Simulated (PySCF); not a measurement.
# Dipole moment and polarisability of `C=C(CCl)C(=O)OC`

C5H7ClO2.
Structure used (GFN2-xTB), in Å, numbered top down from 1:
```xyz
15
C5H7ClO2 angstrom
C     -1.8348   -1.0659   -0.9867
C     -1.0002   -0.1807   -0.4499
C     -1.3946    1.2174   -0.1086
Cl    -1.6207    1.3396    1.6678
C      0.3897   -0.6182   -0.1229
O      0.7969   -1.7411   -0.2825
O      1.1263    0.3834    0.3665
C      2.4628    0.0849    0.7414
H     -1.4992   -2.0696   -1.1865
H     -2.8529   -0.8195   -1.2341
H     -2.3457    1.4859   -0.5662
H     -0.6198    1.9367   -0.3695
H      2.6946    0.7016    1.6074
H      3.1361    0.3283   -0.0829
H      2.5570   -0.9749    0.9846
```

Level: PBE0/def2-SVPD (PySCF), static field, nuclei fixed, core orbitals frozen in the response. The polarisability tensor in these axes (au):

```
x   90.62  2.49  8.34
y    2.49 80.72 13.21
z    8.34 13.21 75.09
```

What are the eigenvalues, a third of the trace, and Δα (Δα² = ½Σ(αi − αj)² over the three pairs)?

Principal values 63.45, 84.44 and 98.56 au; mean 82.15 au = 12.17 Å³ = 13.54 × 10⁻⁴⁰ C²·m²/J; Δα = 30.60 au (37 % of the mean).

What is the dipole moment, and where does it point?

(0.19, 1.29, -1.40) D, 1.91 D in size, pointing from the negative to the positive side. Measured along this direction, the outermost atoms are H15 at the negative end and H12 at the positive end.

Estimate the molar refractivity from the static electronic polarisability.

Lorentz–Lorenz: R = (4π/3)N_A α = 2.5225 cm³/(mol·Å³) × 12.17 Å³ = 30.7 cm³/mol, in the limit of long wavelengths.

In a dilute gas of rigid molecules at 273 K, how does the orientational term μ²/3kT compare with the electronic polarisability?

In Gaussian units μ²/3kT = 32.30 Å³ against 12.17 Å³, a ratio of 2.65; the Debye molar polarisation (4π/3)N_A(α + μ²/3kT) is 112.2 cm³/mol, leaving out the vibrational part.

Find the Langevin capture rate constant for H3+ (3.023 u) meeting this molecule (134.013 u), k = 2.342 × 10⁻⁹ cm³/s × √(α in Å³ / reduced mass in u).

The reduced mass is 2.96 u, so k = 4.75 × 10⁻⁹ cm³/s. The formula leaves out the permanent dipole, which adds to the capture rate.

Refractivity n − 1 of an ideal gas of it at 298.15 K and 1 atm, from the electronic α?

N = p/kT = 2.4615 × 10¹⁹ cm⁻³, so n − 1 = 2π × N × 12.17 × 10⁻²⁴ cm³ = 1883 × 10⁻⁶ at long wavelengths, for an ideal gas.

What are the principal values of the traceless quadrupole moment, Θ = ½Σq(3rr − r²1), about the centre of nuclear charge?

-14.51, -0.91, 15.41 D·Å. The values depend on the origin, since the dipole doesn't vanish. The electronic extent ⟨r²⟩ about the same centre is 1241 bohr², a root-mean-square distance of 2.23 Å for the 70 electrons.

Geometry: GFN2-xTB, one conformer, isolated molecule.
